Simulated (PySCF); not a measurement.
C6H9N3.
Atom-mapped SMILES: `[CH2:1]=[CH:2][n:3]1[cH:4][c:5]([CH2:6][CH3:7])[n:8][n:9]1`

NICS = −σ at a ghost point: NICS(0) at the centroid of the ring atoms, NICS(1) 1 Å to either side along the normal of their mean plane, zz for the tensor component along that normal. Level: GIAO PBE0/pcSseg-1 (PySCF, non-relativistic, gas phase) on the GFN2-xTB geometry, one conformer.

Ring bond lengths (Å), with Mayer bond orders in brackets: N3–C4 1.361 (1.10), C4–C5 1.376 (1.45), C5–N8 1.356 (1.30), N8–N9 1.272 (1.50), N9–N3 1.338 (1.14).

What do the NICS probes read (ppm)?

| ring | type | NICS(0) | NICS(1), two faces | NICS(1)zz, two faces | rms pucker (Å) | centre to ring atoms, mean (Å) |
| --- | --- | --- | --- | --- | --- | --- |
| N3–C4–C5–N8–N9 | 5-membered ring with 3 N; formal bonds all aromatic | -11.0 | -12.1 / -12.2 | -29.0 / -29.8 | 0.00 | 1.14 |

What can be read from them?

- N3–C4–C5–N8–N9: mean NICS(1)zz -29.4 ppm, shielded. The ring is flat and has no four-coordinate atom; by the NICS criterion it is aromatic.

And the bond-length index? HOMA takes Krygowski's 1993 parameters.

- N3–C4–C5–N8–N9: HOMA 0.91; the largest term is that of N8–N9, α(R − Ropt)² = 0.18. The geometric and the magnetic index point the same way.

The values belong to the conformer `[CH2:1]=[CH:2][n:3]1[cH:4][c:5]([CH2:6][CH3:7])[n:8][n:9]1`: C1–C2–N3–C4 0°, C4–C5–C6–C7 86°.
